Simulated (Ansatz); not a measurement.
Born–Oppenheimer molecular dynamics of BFH4O2Si (9 atoms, charge 0, multiplicity 1). It starts at the highest image of a converged band, a first-order saddle point between two minima.

Level of theory: Ansatz 0.2.0, RKS PBE0/6-31G*.

```
ensemble                      : NVE (velocity Verlet)
time step                     : 0.5 fs
steps asked                   : 200
starting velocities drawn for : 300 K
seed                          : 8925
```

First frame:

```xyz
9
Properties=species:S:1:pos:R:3
O -1.629 0.650 0.218
B -0.407 1.284 0.212
F -0.347 2.598 0.396
O 0.754 0.631 -0.045
Si 0.864 -1.004 -0.391
H -1.906 0.246 1.046
H 2.312 -1.317 -0.472
H 0.198 -1.323 -1.680
H 0.251 -1.811 0.700
```

(1) How far do the bonds stretch over the last three quarters of this one trajectory? (Pairs bonded in most of those frames.)

Results:

(1) 
```json
{"bond": "O1–B2", "mean (Å)": "1.368", "spread (Å)": "0.014", "shortest": "1.34", "longest": "1.39"}
{"bond": "O1–H6", "mean (Å)": "0.967", "spread (Å)": "0.008", "shortest": "0.95", "longest": "0.98"}
{"bond": "B2–F3", "mean (Å)": "1.329", "spread (Å)": "0.006", "shortest": "1.32", "longest": "1.34"}
{"bond": "B2–O4", "mean (Å)": "1.365", "spread (Å)": "0.012", "shortest": "1.34", "longest": "1.39"}
{"bond": "O4–Si5", "mean (Å)": "1.668", "spread (Å)": "0.019", "shortest": "1.63", "longest": "1.69"}
{"bond": "Si5–H7", "mean (Å)": "1.487", "spread (Å)": "0.022", "shortest": "1.45", "longest": "1.52"}
{"bond": "Si5–H8", "mean (Å)": "1.496", "spread (Å)": "0.010", "shortest": "1.48", "longest": "1.51"}
{"bond": "Si5–H9", "mean (Å)": "1.489", "spread (Å)": "0.012", "shortest": "1.47", "longest": "1.51"}
```

Mean temperature of the second half: 280 K. The conserved energy stayed within 0.039 meV per atom of its start (net change 0.034 meV per atom), so the integration is sound. A run of 0.1 ps of so small a system gives no equilibrium averages. The orbitals stay closed-shell, which can raise the energy where a bond breaks towards radicals; this wasn't checked here.

Time of the run: 3.9 min on 2 threads of AMD EPYC 9R14 (Zen 4) (shared host), peak memory 0.2 GiB.
